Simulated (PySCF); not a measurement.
## Computed structure and properties of TmO(OH)

System: TmO(OH) (singlet in the valence; each metal's 4f electrons, 12 of them, lie in its core potential, out of spins and levels); start: template (C1). Method: PySCF 2.14.0, RKS PBE0, Tm lcecp-1-SVP with ECP58, O def2-SVP, H def2-SVP; non-relativistic Hamiltonian with scalar-relativistic core potentials where named; density fitting; no spin-orbit coupling.

Input of the relaxation:

```python
mol = gto.M(atom='''
Tm     0.03885    -0.00045    -0.13094
O      1.66665    -0.00045     0.59756
O     -1.89695    -0.00045     0.73536
H     -2.85655     0.09015     0.79446''',
    basis={'Tm': 'lcecp-1-SVP', 'O': 'def2-SVP', 'H': 'def2-SVP'},
    ecp={'Tm': 'lcecp-1-SVP'},
    charge=0, spin=0)
mf = dft.RKS(mol, xc='PBE0')
mf.grids.atom_grid = (50, 194)  # f atoms: unpruned, at least (60, 302)
mf = mf.density_fit()  # fitting sets: Tm AutoAux, O def2-universal-JKFIT, H def2-universal-JKFIT
mf.conv_tol = 1e-08; mf.max_cycle = 55
mf.kernel(dm0)  # dm0: converged density of the start geometry
# quasi-Newton relaxation in Cartesian coordinates to a largest gradient under 0.00045 Eh/bohr, steps kept in the point group
```

Run from Python with OMP_NUM_THREADS=2; the lines above give its settings. Where DIIS fails, smearing, a level shift and second-order steps follow.
It took 48 s on 2 threads of Arm Neoverse V1, with other jobs on the host, from the converged density of the start.

Course of the relaxation:

```
step  energy above end (eV)  largest force component within the symmetry (eV/Å)
   0                 0.3770                                               2.218
   1                 0.2729                                               0.594
   2                 0.1962                                               1.047
   3                 0.1800                                               1.172
   4                 0.1391                                               1.051
   5                 0.0896                                               0.920
   6                 0.0648                                               0.486
   7                 0.0582                                               1.172
  12                 0.0022                                               0.270
  13                 0.0004                                               0.046
  14                 0.0002                                               0.043
  15                 0.0001                                               0.038
  16                 0.0000                                               0.018
  17                 0.0000                                               0.008
```
(The steps between are left out.)

Relaxed geometry (Cs):

```xyz
4

Tm   -0.0190   -0.0436   -0.4007
O     1.2431    0.0311    0.9012
O    -1.9050    0.0232    0.3284
H    -2.3671    0.0781    1.1674
```

```
    contact      Å
 Tm1–O2 (O)  1.815
Tm1–O3 (OH)  2.023
```

On the finer grid (75, 302):

```json
{
 "HOMO": "-6.28 eV",
 "LUMO": "-2.24 eV",
 "Dipole about the centre of mass": "6.19 D",
 "Set of Mulliken populations of Tm1 outside the core potential": "s 2.19, p 6.30, d 1.65, f 0.07",
 "D3(BJ) dispersion energy (not in the energies)": "-0.041 eV"
}
```

```csv
atom,Mulliken (e),Löwdin (e),spin (e)
Tm1,0.79,0.59,0.00
O2,-0.47,-0.39,0.00
O3,-0.52,-0.28,0.00
H4,0.19,0.08,0.00
```

The 4f levels lie in the core potential and are missing. Their spin isn't counted.

On the grid (50, 194), as all that follows. Harmonic modes: a minimum; lowest 155 cm⁻¹ (negative: unstable), highest 3969 cm⁻¹, zero-point energy 0.402 eV.

Rigid scan of O along the line from its metal:

| distance to O2 (Å) | energy (eV) |
| --- | --- |
| 1.51 | 2.613 |
| 1.61 | 0.991 |
| 1.71 | 0.212 |
| 1.81 | 0.000 |
| 1.91 | 0.157 |
| 2.01 | 0.545 |
| 2.11 | 1.068 |
| 2.26 | 1.969 |

Taking off one OH (charge -1, singlet; the rest: singlet) in vacuum, both parts rigid, costs 11.39 eV; the small basis without counterpoise inflates it. Most of it is the attraction of opposite charges; other ways to part are cheaper, and one spin state was tried for the rest.

Rigid scan of OH along the line from its metal:

distance to O3 (Å), energy (eV) and a bar:
```
     1.72      1.433 ##########
     1.82      0.543 ####
     1.92      0.116 #
     2.02      0.000 
     2.12      0.088 #
     2.22      0.305 ##
     2.42      0.941 #######
     2.72      2.021 ##############
     3.12      3.266 #######################
     3.62      4.326 ##############################
```

One start shape was tried, so this needn't be the lowest isomer.

An lcecp potential fixes the number of 4f electrons, so in runs with it no electron can move into or out of that shell.
